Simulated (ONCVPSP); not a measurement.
## Transferability test, ONCV potential for germanium (Ge)

```json
{"Element": "germanium", "Generator": "ONCVPSP 4.0.1", "Type": "optimised norm-conserving Vanderbilt (ONCV)", "Functional": "revPBE", "Relativity": "scalar-relativistic", "Frozen core": "[Ne]", "Valence charge": "22", "Reference configuration": "3s2 3p6 3d10 4s1.5 4p2.5", "Partial waves": "3s+4s: rc 1.20 bohr, ncon 4, nbas 7, qcut 8.7 1/bohr, 2 projectors; 3p+4p: rc 0.95 bohr, ncon 4, nbas 7, qcut 14.4 1/bohr, 2 projectors; 3d: rc 0.90 bohr, ncon 5, nbas 9, qcut 17.2 1/bohr, 2 projectors, debl 3.1 Ha", "Local potential": "polynomial inside 0.70 bohr (lpopt 5, dvloc0 1 Ha)", "Core correction": "polynomial model core, fcfact 0.3"}
```

Energies are relative to the spin-unpolarised reference configuration 3s2 3p6 3d10 4s1.5 4p2.5; without spin polarisation the order of configurations can differ from experiment.

```tsv
valence configuration	charge	ΔE all-electron (eV)	error AE − PS (meV)
3s2 3p6 3d10 4s2 4p2	0	-3.941	+0.3
3s2 3p6 3d10 4s2 4p1	+1	3.450	0.0
3s2 3p6 3d10 4s2 4p0	+2	18.802	-0.9
3s2 3p6 3d10 4s1 4p0	+3	53.418	-3.2
```
